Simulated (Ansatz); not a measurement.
`N#[C][In]([F])[Cl]` + CH₃SH → `CSC#N` + `[F][InH][Cl]` at 700 K and 1 bar (substitution at a C–In bond).

Gas-phase electronic energies from Ansatz, PBE0-D4/def2-TZVP geometries. CCSD(T)/CBS is the MP2 limit (def2-TZVPP, def2-QZVPP) plus CCSD(T) − MP2 in def2-TZVPP, frozen cores. This one scheme is used for every species. Elements past krypton have def2 core potentials. For In outer-core shells are correlated without core-valence functions, which leaves a few kJ/mol of doubt a bond.

| species | CCSD(T)/CBS energy (Eh) | H − E (kJ/mol) | S (J/(mol·K)) |
| --- | --- | --- | --- |
| `N#[C][In]([F])[Cl]` | -842.19796 | 85.7 | 442.3 |
| CH₃SH | -438.22835 | 160.2 | 309.0 |
| `CSC#N` | -530.35679 | 175.6 | 372.9 |
| `[F][InH][Cl]` | -750.05448 | 66.1 | 368.2 |

H − E and S are ideal-gas, rigid-rotor, harmonic terms from PBE0-D4/def2-TZVP. 1 Eh = 2625.50 kJ/mol, R = 8.31446 J/(mol·K).

By hand: ΔE, ΔH, ΔS and ΔG.

ΔE = (-530.35679) + (-750.05448) − (-842.19796) − (-438.22835) = 0.01504 Eh = 39.5 kJ/mol. Δ(H − E) = 175.6 + 66.1 − 85.7 − 160.2 = -4.2, so ΔH = 35.3 kJ/mol. ΔS = 372.9 + 368.2 − 442.3 − 309.0 = -10.2 J/(mol·K). ΔG = 35.3 − 700 × (-10.2)/1000 = 42.4 kJ/mol.

By hand: the equilibrium constant, and the temperature at which ΔG would vanish if ΔH and ΔS stayed fixed.

log₁₀ K = −ΔG/(RT ln 10) = -3.2. ΔH and −TΔS have one sign here, so there is no such temperature.

The number of gas molecules stays the same, so ΔS is small and ΔH decides. A doubt of 5 kJ/mol in ΔE shifts log₁₀ K by 0.4 here. These are equilibria of isolated gas molecules and say nothing of rates. Largest T1 diagnostic: 0.016 (customary marks: 0.02 for closed shells, 0.045 for open ones).
